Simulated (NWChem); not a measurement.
# CHBr$_{2}$F; SMILES FC(Br)Br

This build's default masses of Se (78.918 u) and Br (79.917 u) are each other's, which moves their modes by up to 0.6 %.

### Question
Give the equilibrium geometry at PBE-D3(BJ)/def2-SVP (NWChem) as an XYZ file, with the point group.

### Answer
point group Cs; any orientation.
```
5

F      1.8734    -0.1998     0.0000
C      0.6885     0.4300     0.0000
Br    -0.3095    -0.0227    -1.6209
Br    -0.3095    -0.0227     1.6209
H      0.8253     1.5274     0.0000
```
